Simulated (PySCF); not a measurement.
Structure problem from calculated spectra and properties.

Formula: C5H9ClO.

| Quantity | Value |
| --- | --- |
| Rotational structure | rotational constants A, B, C: 3.277, 1.179, 0.940 GHz [GFN2-xTB] |
| NMR, other nuclei | isotropic shieldings of nuclei other than C and H, by class: 243 (1 O), 838 (1 Cl) ppm [GIAO PBE0/pcSseg-1] |
| Triplet | lowest triplet excitation (Tamm–Dancoff): 3.80 eV [TDA PBE0/def2-SVPD] |
| Polarisability | 84.2 au [PBE0/def2-SVPD] |
| 13C NMR | chemical shifts (computed TMS as zero) by class: 152.4 (1 C), 117.8 (1 C), 60.3 (1 C), 47.2 (1 C), 18.5 (1 C) ppm [GIAO PBE0/pcSseg-1] |
| 1H NMR | chemical shifts (computed TMS as zero) by class: 6.01 (1 H), 4.28 (2 H), 3.82 (3 H), 1.78 (3 H) ppm [GIAO PBE0/pcSseg-1] |
| Dipole | 3.30 D [PBE0/def2-SVPD] |
| UV, first state | lowest singlet excitation: 5.62 eV (220 nm, f = 0.234) [TDDFT PBE0/def2-SVPD] |

Electronic properties: PySCF, gas phase, density fitting. Levels stand in brackets. One conformer (not necessarily the lowest) at the GFN2-xTB geometry, without solvent, vibrations or thermal averaging. Each NMR value is the plain mean over a class of atoms that symmetry, rotation or inversion makes alike.

**Question.** Propose a structure and show how it fits.

**Answer.** Numbering: `[CH3:1][O:2]/[CH:3]=[C:4](/[CH3:5])[CH2:6][Cl:7]`. Its formula, C5H9ClO, gives 1 degree of unsaturation: 0 rings and 1 π bond in the structure found. 5 carbons fall into 5 classes; from least to most shielded: vinylic carbon bearing oxygen [C3] (152.4 ppm), fully substituted alkene carbon [C4] (117.8 ppm), methoxy carbon [C1] (60.3 ppm), sp3 C–Cl carbon [C6] (47.2 ppm), allylic carbon [C5] (18.5 ppm). Hydrogen classes from least to most shielded: 1 H on a vinylic carbon bearing oxygen, C3 (6.01 ppm), 2 H on an sp3 C–Cl carbon, C6 (4.28 ppm, a mean of values up to 1.3 ppm apart in this geometry), 3 H on a methoxy carbon, C1 (3.82 ppm), 3 H on an allylic carbon, C5 (1.78 ppm, a mean of values up to 1.0 ppm apart in this geometry). The other shieldings belong to: 243 ppm, ether oxygen [O2]; 838 ppm, alkyl chlorine [Cl7]. The optimised geometry has point group C1 and is an asymmetric top. Structure: `CO/C=C(/C)CCl`. Computed isomers that give other values at the same levels: `CC(C)(C)C(=O)Cl` (13C chemical shifts (computed TMS as zero) by class: 191.3 (1 C), 49.6 (1 C), 29.3 (3 C) ppm); `CCCCC(=O)Cl` (13C chemical shifts (computed TMS as zero) by class: 184.1 (1 C), 51.2 (1 C), 31.9 (1 C), 26.5 (1 C), 16.8 (1 C) ppm); `CC(C)CC(=O)Cl` (13C chemical shifts (computed TMS as zero) by class: 184.3 (1 C), 58.6 (1 C), 29.1 (1 C), 23.5 (2 C) ppm). The assignments are read from this structure; whether some other isomer fits the data as well wasn't checked.

Conformer computed: `[CH3:1][O:2]/[CH:3]=[C:4](/[CH3:5])[CH2:6][Cl:7]`: C1–O2–C3–C4 -178°, C3–C4–C6–Cl7 106°.
